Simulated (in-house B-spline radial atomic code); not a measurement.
Configurations of Dy IV (Dy3+), with energies counted from [Xe] 4f9. Computed with an all-electron radial atomic-structure program (B-spline basis): scalar-relativistic (X2C) r2SCAN0, spin-polarised, spherical fractional occupations, exact exchange averaged over the configuration, Fermi nucleus of rms radius 5.2218 fm. Shells without spins written out take the highest spin.

Occupations are held fixed; configurations that lie above the ionisation limit could autoionise.

| configuration | E - E(ref) (eV) | highest orbital | its <r> (bohr) |
| --- | --- | --- | --- |
| [Xe] 4f8 6d1 | 24.495 | 6d up | 4.661 |
| [Xe] 4f8 5f1 | 26.203 | 5f up | 4.267 |
| [Kr] 4d10 4f9 5s2 5p5 6d1 | 44.313 | 6d up | 4.696 |
| [Kr] 4d10 4f9 5s2 5p5 5f1 | 45.98 | 5f up | 4.304 |
| [Kr] 4d9 4f10 5s2 5p6 | 154.33 | 4f down | 0.8126 |
| [Kr] 4d9 4f9 5s2 5p6 5d1 | 162.83 | 5d up | 1.986 |

Order these further configurations by energy, lowest first.
A. [Kr] 4d10 4f9 5s2 5p5 5d1
B. [Kr] 4d10 4f10 5s2 5p5
C. [Xe] 4f8 6f1
D. [Kr] 4d9 4f9 5s2 5p6 6s1
E. [Kr] 4d10 4f9 5s2 5p5 6f1

B (23.48 eV), A (27.759 eV), C (31.08 eV), E (50.84 eV), D (166.31 eV).

How far above the reference does [Kr] 4d9 4f9 5s2 5p6 6d1 lie?

179.67 eV; its least bound orbital is 6d up with <r> = 4.655 bohr.
